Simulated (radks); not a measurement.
Values are calculated unless marked as measured or tabulated.
Task: Excited configurations of As I: one electron is placed in a higher orbital outside [Ar] 3d10 4s2 4p2. The ground configuration is [Ar] 3d10 4s2 4p3. Level of theory: scalar-relativistic Kohn-Sham, PBEsol, spin-polarised, spherical densities, finite nucleus; open shells are filled with parallel spins first; Fermi nuclear charge, rms radius 4.0968 fm (a radial shooting solver on a logarithmic mesh with Libxc functionals). Excitation = E - E(ground); binding = E(ion) - E, where the ion is the core of charge +1; n* = 1/sqrt(2 binding) in atomic units, and the quantum defect is n - n*.

outer orbital  excitation (eV)  binding (eV)     n*  quantum defect  eigenvalue (eV)  <r> (bohr)
4d                       7.944         1.952  2.640           1.360           -0.703       7.701
5p                       7.495         2.401  2.380           2.620           -1.343       8.163
6s                       8.161         1.736  2.800           3.200           -1.076       12.79
6f                       9.417         0.479  5.330           0.670           -0.306       42.82
7p                       9.064         0.832  4.044           2.956           -0.537       26.55

Estimate the row for 7s.

Result: excitation (eV) 8.876; binding (eV) 1.021; n* 3.651; quantum defect 3.349; eigenvalue (eV) -0.664; <r> (bohr) 22.05. The Delta-SCF ionisation energy is 9.896 eV (NIST Atomic Spectra Database: 9.789 eV, measured). Self-interaction in the functional shifts the binding energies and quantum defects, so they are the method's values and not measured ones. Open shells are spherical and high-spin; term and fine-structure splittings are not resolved.
